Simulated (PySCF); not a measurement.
Compound: C2H7FNSi2 (doublet state).
SMILES with atom numbers: `[CH2:1]=[N:2][Si:3]([F:4])[SiH2:5][CH3:6]` (hydrogens: H7, H8 on C1; H9, H10 on Si5; H11, H12, H13 on C6)

Cartesian coordinates in Å at the GFN2-xTB level; atoms count from 1:
```
atom  x, y, z in Å
C1     3.373   -0.014    0.057
N2     2.392   -0.748   -0.358
Si3    0.740   -0.667   -0.452
F4     0.338   -1.976   -1.327
Si5   -1.011    0.796   -0.316
C6    -2.627   -0.175   -0.075
H7     3.284    1.027    0.349
H8     4.354   -0.462    0.094
H9    -1.170    1.680   -1.489
H10   -0.787    1.667    0.853
H11   -2.839   -0.806   -0.934
H12   -2.578   -0.818    0.800
H13   -3.472    0.495    0.058
```

The hyperfine couplings belong to this conformer and change with its torsions.

Theory: PySCF, UKS B3LYP, pcH-1 on C F H N Si, non-relativistic, mean-field spin-orbit, GIAO. Geometry: GFN2-xTB, one conformer, isolated molecule. Couplings are sensitive to structure, and on GFN2-xTB geometries they can be far from those on DFT ones, by a factor of two or more for some ions and for spin on atoms past the first row. No stability test was run, so a lower SCF solution isn't excluded.

(1) What is the g tensor, term by term?

(2) At 9.727 GHz, how far is the centre of the isotropic spectrum from where a free electron (g = 2.002319) resonates?

(3) What effective moment and Curie constant follow for a powder?

(4) In a frozen sample, at which fields do the three g values resonate at 9.5, 34, 94 and 263 GHz (hyperfine left aside), and which band first spreads them over more than twice a line width of 1.0 mT?

## Answers

(1) 
| Δg (ppm) | 1 | 2 | 3 |
| --- | --- | --- | --- |
| relativistic mass correction | -146 | -146 | -146 |
| gauge correction | 36 | -3 | 32 |
| orbital Zeeman/spin–orbit | -896 | -230 | 2344 |
| total | -1006 | -379 | 2230 |

So g = 2.00131, 2.00194, 2.00455 and g_iso = 2.00260; the tensor is rhombic: the two nearest values differ by 19 % of g3 − g1. Axes: g3 points within 9° of the C1–N2 bond.

(2) B = hν/(g μB) with μB/h = 13.99624 MHz/mT gives 347.08 mT for the free electron and 347.03 mT at g_iso, 0.05 mT lower.

(3) With the mean of g² = 4.0104 and S(S+1) = 0.75: μ_eff = √(⟨g²⟩S(S+1)) = 1.734 μB and χT = 0.12505·⟨g²⟩·S(S+1) = 0.376 cm³ K/mol (cgs; spin-Hamiltonian part alone).

(4) 
| band | GHz | B(g3) mT | B(g2) mT | B(g1) mT | spread mT |
| --- | --- | --- | --- | --- | --- |
| X | 9.5 | 338.61 | 339.05 | 339.15 | 0.55 |
| Q | 34.0 | 1211.85 | 1213.43 | 1213.81 | 1.96 |
| W | 94.0 | 3350.42 | 3354.79 | 3355.84 | 5.42 |
| J | 263.0 | 9374.05 | 9386.27 | 9389.21 | 15.16 |

The spread grows in proportion to the frequency. W band is the first where it exceeds 2.0 mT.

Largest spin populations (Mulliken): Si3 (+0.69), C1 (+0.39) and N2 (-0.14). The angles at Si3 add up to 357.1°, so it is nearly planar.

The HOMO–LUMO gaps are 3.55 eV among the α and 4.52 eV among the β orbitals.
